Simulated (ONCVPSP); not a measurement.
Transferability test, ONCV potential for indium (In)

indium (In), optimised norm-conserving Vanderbilt (ONCV), made with ONCVPSP 4.0.1 (BLYP, scalar-relativistic). Core [Kr], reference 4d10 5s2 5p1. Waves: 5s: rc 1.75 bohr, ncon 4, nbas 7, qcut 2.9 1/bohr, 2 projectors, debl 1.7 Ha; 5p: rc 2.75 bohr, ncon 4, nbas 8, qcut 2.9 1/bohr, 1 projector; 4d: rc 1.20 bohr, ncon 3, nbas 7, qcut 7.4 1/bohr, 2 projectors, debl 2.5 Ha. Local part: polynomial inside 0.95 bohr (lpopt 3, dvloc0 0 Ha). Core correction: Teter function fitted to the true core (icmod 2), fcfact 0.5.

Energies are relative to the spin-unpolarised reference configuration 4d10 5s2 5p1; without spin polarisation the order of configurations can differ from experiment. Not all tests gave a result: 1 of 4 tests not solved or not reliable.

```
valence configuration  charge  ΔE all-electron (eV)  error AE − PS (meV)
         4d10 5s2 5p0      +1                 5.357                 -1.6
         4d10 5s1 5p0      +2                24.679                 -7.8
         4d10 5s1 5p2       0                 5.867                 +0.9
```

Note: ghosts flagged at negative energy: s at -69.8 eV, p at -87.7 eV; GHOST(+) flagged for s at 129.4 eV. A true bound ghost makes a file unfit for plane-wave use.
